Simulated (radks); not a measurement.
Results of a calculation; reference values are marked as such.
Mean orbital radii <r> (bohr) of the molybdenum ion Mo30+, [Ne] 3s2, at several levels of relativity; Dirac values are averaged over j with weights 2j + 1. Spin-unpolarised spherical Kohn-Sham, BLYP, point nucleus unless stated (finite: rms radius 4.4091 fm), a radial shooting solver on a logarithmic mesh with Libxc functionals. A level marked "c x" has the speed of light scaled by that factor.

| shell | non-rel. | scalar-rel. | Dirac, finite nucleus | Dirac, c x 1.25 | change of magnitude, last against first (%) |
|---|---|---|---|---|---|
| 1s | 0.03628 | 0.03515 | 0.03515 | 0.03556 | -1.99 |
| 2s | 0.1559 | 0.1511 | 0.1508 | 0.1526 | -2.09 |
| 2p | 0.1333 | 0.1313 | 0.1311 | 0.1319 | -1.05 |
| 3s | 0.3769 | 0.3684 | 0.3680 | 0.3713 | -1.50 |
